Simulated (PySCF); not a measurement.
## Shieldings and the share of exact exchange

Molecule: `[SiH2](O/C=C\C)O`, C$_{3}$H$_{8}$O$_{2}$Si.

Mapped SMILES: `[CH3:1]/[CH:2]=[CH:3]\[O:4][SiH2:5][OH:6]`. Each H is labelled by its parent atom.

GIAO shieldings (ppm, equivalent atoms averaged) in PySCF on the PBE0-D3(BJ)/def2-SVP geometry, basis pcSseg-1, gas phase, non-relativistic:

| functional | exact exchange (%) | σ(O4) | σ(O6) | σ(Si5) |
| --- | --- | --- | --- | --- |
| BLYP | 0 | 165.7 | 263.2 | 358.1 |
| BP86 | 0 | 169.7 | 264.5 | 361.3 |
| PBE | 0 | 167.9 | 264.1 | 361.3 |
| B3LYP | 20 | 182.6 | 272.0 | 370.5 |
| PBE0 | 25 | 188.5 | 274.9 | 377.6 |
| BHandHLYP | 50 | 204.5 | 282.5 | 390.7 |
| HF | 100 | 236.4 | 295.7 | 428.4 |

Q: Fit each shielding as a line in the percentage of exact exchange.

A: σ(O4) = 168.7 + 0.69 x (rms 1.7 ppm); σ(O6) = 264.9 + 0.32 x (rms 1.3 ppm); σ(Si5) = 359.5 + 0.67 x (rms 1.9 ppm). The functionals also differ in their semilocal parts, which the line can't hold; Hartree–Fock has no correlation at all.

Q: What does the line predict for mPW1PW91 (25 %), and what does the run give?

A: σ(O4): 185.9 predicted, 189.3 computed; σ(O6): 272.9 predicted, 275.0 computed; σ(Si5): 376.2 predicted, 377.2 computed ppm.
